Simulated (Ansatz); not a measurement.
Relaxation of the cluster Li19⁺ (charge 1, singlet) with RKS PBE/def2-SVP in Ansatz.

Positions (Å) and forces (eV/Å) at steps 16, 17, 18, 19, 20, 21, 22, 24, 25, 28, 31, 33 of 33:

```xyz
19
step=16 energy=-3871.3611 eV
Li    0.421   -2.302    1.286    0.016    0.026   -0.006
Li    0.639    0.118    3.024   -0.003   -0.004    0.040
Li    2.896   -3.137   -0.156    0.002   -0.014   -0.016
Li   -2.910    1.508    0.831   -0.003    0.003   -0.046
Li   -1.526    0.625   -2.467   -0.032    0.018    0.041
Li    0.872   -1.684   -1.744   -0.004    0.026    0.021
Li   -2.139   -2.302   -2.664    0.022    0.007   -0.020
Li    3.819   -0.443   -1.961   -0.025    0.003   -0.017
Li    3.432    2.438   -0.301    0.008    0.016   -0.028
Li   -1.533    3.299   -1.036    0.116    0.045    0.064
Li    1.275    1.319   -1.904   -0.003   -0.015    0.032
Li   -0.013    1.515    0.725   -0.011   -0.062    0.010
Li   -0.471   -4.187   -0.725   -0.006    0.009    0.021
Li   -1.201    2.533    3.228   -0.009    0.007   -0.042
Li   -2.229   -0.747    2.539   -0.019   -0.007   -0.018
Li    2.317   -0.156    0.483    0.036    0.020    0.015
Li   -1.478   -0.930   -0.262   -0.028   -0.029   -0.016
Li   -4.157   -0.140   -1.365   -0.028   -0.054    0.014
Li    1.986    2.674    2.469   -0.030    0.003   -0.050
19
step=17 energy=-3871.4364 eV
Li    0.445   -2.259    1.267    0.014    0.032    0.004
Li    0.621    0.125    3.067    0.010   -0.007    0.048
Li    2.899   -3.160   -0.187   -0.004   -0.003   -0.010
Li   -2.912    1.508    0.776    0.002    0.007   -0.068
Li   -1.565    0.660   -2.422   -0.036    0.034    0.057
Li    0.863   -1.665   -1.713    0.001    0.019    0.021
Li   -2.112   -2.296   -2.688    0.028    0.012   -0.035
Li    3.795   -0.436   -1.990   -0.019   -0.001   -0.017
Li    3.446    2.460   -0.338    0.007    0.017   -0.035
Li   -1.374    3.363   -0.944    0.136    0.041    0.087
Li    1.265    1.308   -1.869   -0.008   -0.011    0.030
Li   -0.026    1.414    0.741   -0.033   -0.059    0.007
Li   -0.477   -4.185   -0.701   -0.011    0.022    0.021
Li   -1.222    2.554    3.179   -0.009   -0.002   -0.046
Li   -2.259   -0.752    2.516   -0.011    0.004   -0.022
Li    2.381   -0.145    0.518    0.033    0.013    0.013
Li   -1.517   -0.963   -0.272   -0.028   -0.051   -0.008
Li   -4.192   -0.217   -1.344   -0.035   -0.069    0.014
Li    1.944    2.687    2.406   -0.035    0.002   -0.061
19
step=18 energy=-3871.5211 eV
Li    0.464   -2.219    1.259    0.012    0.030    0.013
Li    0.614    0.130    3.110    0.020   -0.003    0.051
Li    2.897   -3.173   -0.207   -0.005    0.003   -0.003
Li   -2.912    1.509    0.713   -0.003    0.010   -0.079
Li   -1.603    0.699   -2.370   -0.040    0.034    0.069
Li    0.858   -1.651   -1.689    0.000    0.021    0.019
Li   -2.085   -2.286   -2.722    0.034    0.021   -0.047
Li    3.776   -0.433   -2.015   -0.017   -0.003   -0.016
Li    3.459    2.479   -0.377    0.007    0.015   -0.041
Li   -1.221    3.418   -0.846    0.153    0.037    0.109
Li    1.253    1.299   -1.840   -0.008   -0.013    0.033
Li   -0.050    1.325    0.755   -0.038   -0.066    0.011
Li   -0.486   -4.173   -0.679   -0.017    0.031    0.022
Li   -1.241    2.566    3.133   -0.011   -0.009   -0.049
Li   -2.280   -0.748    2.495   -0.004    0.016   -0.021
Li    2.434   -0.138    0.545    0.025    0.016    0.006
Li   -1.553   -1.006   -0.279   -0.030   -0.063   -0.016
Li   -4.226   -0.297   -1.326   -0.035   -0.079    0.015
Li    1.902    2.697    2.340   -0.044    0.002   -0.076
19
step=19 energy=-3871.6148 eV
Li    0.480   -2.183    1.257    0.008    0.030    0.020
Li    0.615    0.137    3.151    0.029    0.001    0.055
Li    2.894   -3.181   -0.220   -0.007    0.008    0.003
Li   -2.915    1.512    0.648   -0.006    0.014   -0.082
Li   -1.638    0.734   -2.315   -0.037    0.031    0.067
Li    0.853   -1.637   -1.667    0.000    0.018    0.019
Li   -2.055   -2.270   -2.761    0.038    0.027   -0.058
Li    3.760   -0.431   -2.037   -0.016   -0.004   -0.016
Li    3.470    2.495   -0.417    0.008    0.014   -0.045
Li   -1.069    3.465   -0.740    0.164    0.021    0.131
Li    1.243    1.291   -1.812   -0.008   -0.011    0.035
Li   -0.075    1.240    0.770   -0.050   -0.064    0.015
Li   -0.499   -4.159   -0.660   -0.021    0.037    0.020
Li   -1.260    2.572    3.090   -0.012   -0.016   -0.050
Li   -2.295   -0.737    2.476    0.004    0.025   -0.020
Li    2.477   -0.129    0.565    0.020    0.016    0.000
Li   -1.588   -1.052   -0.289   -0.029   -0.068   -0.015
Li   -4.257   -0.376   -1.309   -0.033   -0.084    0.015
Li    1.858    2.708    2.270   -0.053    0.004   -0.091
19
step=20 energy=-3871.7128 eV
Li    0.492   -2.151    1.261    0.005    0.028    0.026
Li    0.623    0.147    3.193    0.037    0.006    0.056
Li    2.890   -3.185   -0.228   -0.008    0.012    0.008
Li   -2.920    1.518    0.586   -0.012    0.018   -0.072
Li   -1.669    0.766   -2.265   -0.030    0.020    0.057
Li    0.848   -1.625   -1.647   -0.001    0.018    0.019
Li   -2.024   -2.250   -2.806    0.040    0.033   -0.064
Li    3.745   -0.430   -2.058   -0.014   -0.005   -0.016
Li    3.482    2.510   -0.458    0.009    0.014   -0.049
Li   -0.919    3.497   -0.625    0.168    0.001    0.145
Li    1.233    1.284   -1.785   -0.007   -0.009    0.039
Li   -0.106    1.159    0.786   -0.057   -0.064    0.019
Li   -0.514   -4.141   -0.643   -0.024    0.039    0.015
Li   -1.278    2.574    3.048   -0.013   -0.020   -0.047
Li   -2.303   -0.721    2.460    0.010    0.032   -0.018
Li    2.512   -0.120    0.580    0.013    0.016   -0.006
Li   -1.619   -1.099   -0.298   -0.028   -0.063   -0.020
Li   -4.283   -0.453   -1.294   -0.025   -0.081    0.013
Li    1.810    2.719    2.194   -0.060    0.005   -0.104
19
step=21 energy=-3871.8091 eV
Li    0.500   -2.122    1.269    0.001    0.024    0.030
Li    0.638    0.160    3.234    0.042    0.011    0.055
Li    2.884   -3.185   -0.231   -0.009    0.016    0.012
Li   -2.929    1.526    0.530   -0.018    0.021   -0.056
Li   -1.694    0.789   -2.224   -0.019    0.005    0.040
Li    0.842   -1.614   -1.626   -0.003    0.017    0.020
Li   -1.992   -2.227   -2.855    0.039    0.036   -0.065
Li    3.731   -0.430   -2.078   -0.013   -0.006   -0.016
Li    3.494    2.524   -0.501    0.010    0.015   -0.051
Li   -0.771    3.514   -0.502    0.157   -0.020    0.142
Li    1.224    1.278   -1.756   -0.006   -0.005    0.044
Li   -0.139    1.081    0.804   -0.062   -0.057    0.022
Li   -0.530   -4.121   -0.629   -0.025    0.039    0.010
Li   -1.295    2.571    3.011   -0.012   -0.024   -0.039
Li   -2.308   -0.701    2.446    0.014    0.033   -0.014
Li    2.540   -0.110    0.590    0.006    0.016   -0.011
Li   -1.649   -1.141   -0.310   -0.026   -0.052   -0.022
Li   -4.303   -0.524   -1.282   -0.017   -0.071    0.008
Li    1.758    2.731    2.109   -0.060    0.002   -0.109
19
step=22 energy=-3871.9009 eV
Li    0.500   -2.100    1.296   -0.001    0.027    0.021
Li    0.675    0.175    3.282    0.042    0.018    0.040
Li    2.875   -3.171   -0.219   -0.008    0.014    0.013
Li   -2.949    1.543    0.485   -0.025    0.015   -0.041
Li   -1.705    0.792   -2.195   -0.008    0.003    0.027
Li    0.838   -1.600   -1.607   -0.008    0.011    0.023
Li   -1.957   -2.195   -2.917    0.034    0.028   -0.060
Li    3.718   -0.434   -2.095   -0.012   -0.004   -0.018
Li    3.507    2.539   -0.550    0.018    0.017   -0.048
Li   -0.629    3.498   -0.371    0.121   -0.007    0.105
Li    1.218    1.275   -1.717   -0.009    0.000    0.039
Li   -0.191    1.014    0.829   -0.050   -0.083    0.033
Li   -0.554   -4.089   -0.622   -0.022    0.028    0.004
Li   -1.309    2.553    2.983   -0.013   -0.013   -0.023
Li   -2.296   -0.672    2.437    0.011    0.024   -0.007
Li    2.546   -0.095    0.582    0.003    0.014   -0.001
Li   -1.674   -1.182   -0.328   -0.026   -0.030   -0.013
Li   -4.315   -0.587   -1.278   -0.009   -0.060   -0.002
Li    1.702    2.736    2.005   -0.039   -0.004   -0.090
19
step=24 energy=-3872.0093 eV
Li    0.458   -2.032    1.392    0.007    0.041   -0.020
Li    0.798    0.261    3.413    0.000   -0.003   -0.009
Li    2.823   -3.112   -0.156   -0.007    0.000   -0.012
Li   -3.048    1.534    0.403   -0.018   -0.009    0.015
Li   -1.707    0.782   -2.120    0.030   -0.005    0.007
Li    0.793   -1.532   -1.501   -0.009    0.001    0.030
Li   -1.786   -2.082   -3.130    0.021    0.001    0.004
Li    3.633   -0.454   -2.185   -0.023   -0.004   -0.013
Li    3.633    2.596   -0.759    0.015   -0.002   -0.017
Li   -0.424    3.435   -0.116   -0.064    0.043   -0.038
Li    1.209    1.298   -1.526   -0.003    0.008    0.001
Li   -0.342    0.851    0.941    0.019   -0.065   -0.027
Li   -0.621   -4.008   -0.626    0.015   -0.016   -0.011
Li   -1.320    2.529    2.953    0.001    0.011    0.003
Li   -2.285   -0.612    2.491   -0.005   -0.017    0.010
Li    2.621   -0.046    0.558   -0.021   -0.024    0.041
Li   -1.798   -1.296   -0.375    0.011    0.042    0.053
Li   -4.341   -0.759   -1.403   -0.010    0.011   -0.038
Li    1.703    2.645    1.745    0.042   -0.014    0.020
19
step=25 energy=-3872.0343 eV
Li    0.464   -1.970    1.402   -0.003   -0.051    0.019
Li    0.820    0.294    3.432   -0.008    0.009   -0.017
Li    2.795   -3.116   -0.176   -0.016   -0.001   -0.018
Li   -3.120    1.474    0.428   -0.006   -0.011    0.008
Li   -1.646    0.789   -2.054   -0.011   -0.010   -0.006
Li    0.752   -1.472   -1.389    0.008   -0.005   -0.011
Li   -1.657   -2.027   -3.154    0.018   -0.004    0.028
Li    3.525   -0.478   -2.250   -0.034   -0.006    0.008
Li    3.736    2.566   -0.857    0.011   -0.015    0.011
Li   -0.515    3.450   -0.078   -0.057    0.004   -0.025
Li    1.215    1.348   -1.436    0.043    0.006    0.000
Li   -0.372    0.780    0.935    0.010    0.082    0.028
Li   -0.613   -3.994   -0.621    0.021    0.005   -0.002
Li   -1.304    2.529    2.919    0.002   -0.014    0.016
Li   -2.290   -0.632    2.561    0.018    0.003    0.017
Li    2.660   -0.065    0.595    0.026   -0.015   -0.022
Li   -1.862   -1.300   -0.323   -0.041   -0.028   -0.010
Li   -4.336   -0.770   -1.577    0.017    0.030   -0.031
Li    1.748    2.593    1.643    0.003    0.019    0.006
19
step=28 energy=-3872.1236 eV
Li    0.433   -2.051    1.513   -0.016   -0.001   -0.009
Li    1.008    0.416    3.357    0.004    0.002    0.007
Li    2.702   -3.107   -0.287    0.013    0.007    0.006
Li   -3.283    1.273    0.517    0.003   -0.005    0.000
Li   -1.530    0.738   -1.905   -0.007   -0.009    0.006
Li    0.635   -1.338   -1.158   -0.023   -0.002    0.016
Li   -1.413   -2.007   -3.130    0.003    0.006    0.001
Li    3.198   -0.544   -2.377   -0.011   -0.001    0.003
Li    4.130    2.294   -0.792   -0.007   -0.023    0.011
Li   -0.955    3.389   -0.081   -0.001   -0.012    0.001
Li    1.332    1.564   -1.361    0.005    0.006   -0.007
Li   -0.398    0.778    0.947   -0.010    0.006   -0.002
Li   -0.463   -4.011   -0.675    0.004    0.002   -0.004
Li   -1.302    2.508    2.954    0.006    0.001    0.005
Li   -2.096   -0.563    2.789    0.009    0.002    0.002
Li    2.681   -0.074    0.589   -0.001    0.005   -0.018
Li   -2.151   -1.484   -0.230    0.020   -0.007   -0.010
Li   -4.263   -0.521   -2.099    0.016    0.013   -0.001
Li    1.736    2.741    1.428   -0.006    0.011   -0.007
19
step=31 energy=-3872.1312 eV
Li    0.388   -2.075    1.540   -0.001    0.000   -0.001
Li    1.066    0.428    3.342   -0.002    0.001    0.003
Li    2.740   -3.043   -0.214    0.000    0.000   -0.002
Li   -3.295    1.223    0.539    0.000    0.002    0.001
Li   -1.507    0.729   -1.859   -0.003    0.002   -0.002
Li    0.593   -1.326   -1.087    0.001    0.000    0.002
Li   -1.330   -1.952   -3.155    0.003    0.000    0.001
Li    3.050   -0.589   -2.423   -0.003   -0.003    0.000
Li    4.179    2.147   -0.775    0.002    0.001    0.000
Li   -1.037    3.365   -0.073    0.002   -0.003    0.000
Li    1.327    1.614   -1.385   -0.001   -0.002   -0.001
Li   -0.402    0.782    0.959   -0.005    0.006    0.000
Li   -0.389   -4.014   -0.737    0.001    0.000   -0.001
Li   -1.280    2.513    2.971    0.002   -0.001    0.003
Li   -2.060   -0.543    2.821    0.002    0.001    0.000
Li    2.619   -0.049    0.569   -0.002   -0.003   -0.004
Li   -2.181   -1.538   -0.234    0.003   -0.004   -0.001
Li   -4.209   -0.453   -2.178    0.001    0.000   -0.001
Li    1.728    2.783    1.377   -0.001    0.004    0.003
19
step=33 energy=-3872.1315 eV
Li    0.383   -2.079    1.549    0.001    0.000    0.000
Li    1.065    0.430    3.344    0.000    0.000   -0.001
Li    2.741   -3.037   -0.212   -0.001    0.000   -0.001
Li   -3.299    1.223    0.538    0.000    0.000    0.000
Li   -1.510    0.733   -1.854    0.001    0.000    0.000
Li    0.587   -1.320   -1.067    0.001   -0.001    0.000
Li   -1.294   -1.937   -3.158    0.002    0.001    0.001
Li    3.014   -0.603   -2.436   -0.002    0.000    0.000
Li    4.182    2.128   -0.788   -0.001    0.001   -0.001
Li   -1.036    3.366   -0.067    0.000    0.001    0.000
Li    1.322    1.616   -1.386    0.000    0.000    0.001
Li   -0.406    0.788    0.964    0.001   -0.001    0.002
Li   -0.377   -4.013   -0.747   -0.001    0.001    0.000
Li   -1.277    2.514    2.980    0.000    0.000   -0.001
Li   -2.060   -0.538    2.824    0.000    0.000    0.000
Li    2.613   -0.049    0.566    0.000    0.000    0.002
Li   -2.181   -1.546   -0.235   -0.001    0.001    0.000
Li   -4.199   -0.464   -2.193    0.000   -0.001    0.000
Li    1.734    2.788    1.378    0.000   -0.001   -0.001
```

The restricted singlet is unstable towards broken spin symmetry in Hartree–Fock (as tested in another run); at PBE/def2-SVP this wasn't settled. Another isomer (singlet) lies 0.29 eV lower at PBE0/def2-TZVP; other spin states weren't run for this one.
